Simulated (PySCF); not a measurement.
# Bonding in Al(OH)3

Species: Al(OH)3.
Geometry (PBE0-D3(BJ)/def2-SVP, Å), atoms numbered from 1 in this order:
```
atom  x, y, z in Å
Al1    0.000    0.000    0.005
O2     1.603    0.272    0.482
H3     2.291   -0.390    0.409
O4    -1.151    1.238    0.141
H5    -0.944    2.118    0.456
O6    -0.454   -1.514   -0.607
H7    -1.345   -1.725   -0.887
```

Bond orders from the PBE0/pcSseg-1 (pcSseg-2 on Al) density (PySCF). Geometry: PBE0-D3(BJ)/def2-SVP, one conformer, isolated molecule.

(1) Set the Mayer orders of the bonds beside their lengths.

(2) Sum the orders of all bonds at each heavy atom with more than one neighbour.

Results:

(1) 
| bond | length (Å) | Mayer order |
| --- | --- | --- |
| Al1–O2 | 1.695 | 1.042 |
| Al1–O4 | 1.695 | 1.042 |
| Al1–O6 | 1.695 | 1.042 |
| O2–H3 | 0.958 | 0.924 |
| O4–H5 | 0.958 | 0.924 |
| O6–H7 | 0.958 | 0.924 |

(2) Al1 3.126, O2 1.966, O4 1.966, O6 1.966. Orders between atoms that aren't bonded are not in these sums.

For a closed shell the Mayer order of atoms A and B is Σ (PS)μν (PS)νμ over the basis functions μ on A and ν on B, with P the density and S the overlap matrix.
